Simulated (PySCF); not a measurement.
Computed shifts of a molecule C2H6F2Si, PBE0/pcSseg-1 (PySCF), GIAO, gas phase, atoms alike by connectivity averaged where their shifts nearly agree, in ppm (number of nuclei): ¹³C: 127.6 (1), -10.7 (1). ²⁹Si: -41.3 (1). ¹⁹F: -155.7 (2). ¹H: 6.58 (1), 4.33 (2), 0.74 (3). References: ¹³C against TMS (σ = 186.3 ppm); ²⁹Si against TMS (σ = 352.7 ppm); ¹⁹F against CFCl3 (σ = 167.2 ppm); ¹H against TMS (σ = 31.56 ppm), references at their B3LYP-D3(BJ)/def2-TZVP geometries, non-relativistic. The structure is a stationary point at B3LYP-D3(BJ)/def2-SVP. The values are those of a single conformer.

### Question
Which structure fits?
A) C[SiH2]C(F)F
B) FC[SiH2]CF
C) C[C@@H](F)[SiH2]F
D) FC(F)C[SiH3]

### Answer
A, C[SiH2]C(F)F
